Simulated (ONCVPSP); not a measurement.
**Potentials for silicon compared**

Generated with ld1.x 7.5 (TM, RRKJ, ultrasoft, PAW), atompaw 4.2 or ONCVPSP 4.0.1. The cutoff is in Ry: for ld1.x and atompaw files where the sum of valence levels is converged to 10 mRy in a Bessel basis, for ONCV files where the hardest occupied wave has 1 mHa per electron of residual kinetic energy. The error is the largest all-electron minus pseudo excitation energy over each file’s own four to seven test configurations (ionisations up to +4, promotions, holes and added fractions of an electron), all of which were solved. The labels leave out finer settings (local radius, basis sizes, second energies), which also bear on the numbers. Spin-polarised tests are not counted. The rows are a selection from randomly drawn settings: files with unsolved tests, undetermined cutoffs or missed reference levels are left out.

A true bound ghost makes a file unfit for plane-wave use even where its test errors are small: the radial tests pick states by their node count and pass the ghost by.

| potential | cutoff (Ry) | largest error (meV) | bound ghosts |
| --- | --- | --- | --- |
| ONCV, PBEsol, scalar-relativistic, rc 2.00/1.90 (sp), local smoothed, core correction no, reference 3s1.5 3p2.5, qcut 2.7/5.2, projectors 2/1 | 59 | +22 | none |
| ONCV, PBE, non-relativistic, rc 1.45/1.15 (sp), local smoothed, core correction yes, reference 3s2, qcut 5.7/6.1, projectors 1/2 | 16 | +72 | p, s |
| ONCV, PBE, scalar-relativistic, rc 1.95/2.10/2.25 (spd), local smoothed, core correction yes, reference 3s2 3p2, qcut 3.9/3.3/5, projectors 2/2/2 | 13 | -105 | none |
| ONCV, PBE, scalar-relativistic, rc 1.75/2.05/2.20 (spd), local smoothed, core correction yes, reference 3s2 3p2, qcut 4.8/4.3/5, projectors 1/2/3 | 16 | +123 | none |

**Question.** Fill in the row for Si: ONCV, LDA (Perdew-Wang 92), scalar-relativistic, rc 1.70/2.25 (sp), local smoothed, core correction yes, reference 3s2 3p2, qcut 4.7/3.5, projectors 3/2.

**Answer.** cutoff 17 Ry, largest error -92 meV, bound ghosts: none.

**Question.** Fill in the row for Si: ONCV, PBE, scalar-relativistic, rc 1.75/1.85/1.95 (spd), local smoothed, core correction yes, reference 3s2 3p2, qcut 3.9/3.7/5.4, projectors 2/2/2.

**Answer.** cutoff 15 Ry, largest error +40 meV, bound ghosts: none.
